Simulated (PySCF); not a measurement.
All numbers come from PBE0 in PySCF with Te def2-TZVP with ECP28, F def2-TZVP; scalar-relativistic core potentials, no spin–orbit coupling; density-fitted integrals.

```xyz
6
charge 1 multiplicity 1, angstrom
Te    0.0000    0.0000    0.0000
F     0.0000    0.0000    1.8062
F     0.0000    0.0000   -1.8062
F     1.7973    0.0000    0.0000
F    -0.8987    1.5565    0.0000
F    -0.8986   -1.5565    0.0000
```

TeF₅⁺ (singlet), along the line from Te1 (at 0) through F2 (at 1.806 Å). Core electrons replaced by a potential are absent, the electrostatic potential uses the reduced nuclear charge, and values within about 0.7 Å of such atoms have no physical meaning.

Tabulate the fields along this line at 0.81, 0.99, 1.17, 1.35, 1.54, 1.72, 1.99, 2.17, 2.35, 2.53, 2.71, 2.89 Å.


| distance (Å) | electron density (e/Å³) | electron localisation function | electrostatic potential (V) |
| --- | --- | --- | --- |
| 0.81 | 1.41 | 0.172 | 49.1 |
| 0.99 | 1.25 | 0.424 | 33.1 |
| 1.17 | 2.08 | 0.734 | 31.8 |
| 1.35 | 4.45 | 0.748 | 56.2 |
| 1.54 | 9.22 | 0.323 | 166 |
| 1.72 | 153 | 0.954 | 925 |
| 1.99 | 18 | 0.104 | 334 |
| 2.17 | 6.84 | 0.747 | 85 |
| 2.35 | 2.5 | 0.824 | 29.3 |
| 2.53 | 0.817 | 0.754 | 13.3 |
| 2.71 | 0.274 | 0.585 | 7.97 |
| 2.89 | 0.0959 | 0.354 | 5.92 |
